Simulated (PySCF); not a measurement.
## Energy profile

The step: SiH₃BrO ([OH][SiH2][Br]) + HF → SiH₃OF ([OH][SiH2][F]) + HBr; bonds formed: Si1–F7, Br2–H6; bonds broken: Si1–Br2, H6–F7 (atoms numbered as in the saddle structure below).

| atom | x (Å) | y (Å) | z (Å) |
| --- | --- | --- | --- |
| Si1 | -0.3922 | -0.3621 | -0.1249 |
| Br2 | 2.0614 | -1.2585 | -0.3334 |
| H3 | -0.6281 | -1.1609 | -1.3360 |
| H4 | -0.5706 | -1.0011 | 1.1874 |
| O5 | -1.4696 | 0.8360 | -0.4133 |
| H6 | 1.6736 | 0.3694 | 0.3312 |
| F7 | 0.8504 | 1.0029 | 0.4922 |
| H8 | -1.5248 | 1.5741 | 0.1967 |

Electronic energies by CCSD(T) at an estimated basis limit (MP2 extrapolated from triple and quadruple zeta, plus CCSD(T) − MP2 in triple zeta), on PBE0-D4/def2-TZVP structures; SiH4BrOF, singlet; no counterpoise correction. Computed with PySCF 2.14 with density fitting (its default auxiliary sets; JK sets also for MP2 and CCSD(T)) (basis: def2-TZVPP and def2-QZVPP); correlated methods freeze the cores. Filled d shells of the heavier atoms are correlated. The def2 sets are not built for correlating such inner shells, so the correlated values are less sure here. Extrapolation: Hartree–Fock as exp(−7.88 √X), correlation as X^−2.97.

Question: Give the profile in eV, counted from the separated reactants. (Judge from chemistry; the value comes from the calculation.)

Answer: The calculation gives:
| point | eV |
| --- | --- |
| separated: SiH3BrO (linked as [OH][SiH2][Br]; Si1, Br2, H3, H4, O5, H8; singlet) + HF (H6, F7; singlet) | 0.000 |
| start structure | -0.277 |
| saddle | 1.012 |
| end structure | -0.592 |
| separated: SiH3OF (linked as [OH][SiH2][F]; Si1, H3, H4, O5, F7, H8; singlet) + HBr (Br2, H6; singlet) | -0.482 |

The T1 diagnostic stays at or below 0.012.

For scale, one of the runs: CCSD(T)/def2-TZVPP, 208 basis functions, launched by `OMP_NUM_THREADS=4 python run.py`. Time: 14 min of wall clock on 4 CPU threads of an Arm Neoverse V2; the host was shared. Peak host memory: 3.8 GiB.
